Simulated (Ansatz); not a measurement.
BH7O3Si2, SMILES `OB(O[SiH3])O[SiH3]`. Charge 0, multiplicity 1. The geometry is a stationary point of PBE0-D4/def2-TZVP. It is one conformer, not always the lowest.

```xyz
13

O     2.280   -1.386   -0.600
B     1.144   -0.694   -0.315
O     1.273    0.635   -0.064
Si    0.507    1.921    0.597
O    -0.057   -1.355   -0.299
Si   -1.661   -1.006   -0.242
H     2.097   -2.311   -0.780
H    -0.059    2.773   -0.478
H    -0.589    1.466    1.495
H     1.497    2.694    1.383
H    -2.151   -1.109    1.155
H    -2.365   -1.994   -1.094
H    -1.914    0.366   -0.758
```

(1) What is the dipole moment at B3LYP/def2-TZVPP? (An estimate is asked.)

(2) And with PBE, r2SCAN, ωB97M-V? (Estimate.)

(3) Give the Mulliken charges with B3LYP, ωB97M-V, r2SCAN in def2-TZVPP. (Best estimate.)

Answers

(1) Computed: 1.57 D, with components (-1.43, -0.65, 0.06) D in this frame, pointing from negative to positive charge.

(2) Computed: PBE 1.45 D, r2SCAN 1.49 D, ωB97M-V 1.55 D.

(3) Ansatz gave: 
```tsv
atom	B3LYP	ωB97M-V	r2SCAN
O1	-0.28	-0.28	-0.31
B2	0.40	0.42	0.47
O3	-0.32	-0.34	-0.37
Si4	0.37	0.26	0.40
O5	-0.36	-0.37	-0.40
Si6	0.39	0.27	0.41
H7	0.20	0.18	0.21
H8	-0.07	-0.03	-0.07
H9	-0.07	-0.02	-0.07
H10	-0.07	-0.03	-0.07
H11	-0.06	-0.02	-0.07
H12	-0.07	-0.03	-0.07
H13	-0.06	-0.02	-0.06
```

B3LYP here is the variant with VWN-RPA as its local correlation; programs differ in this.
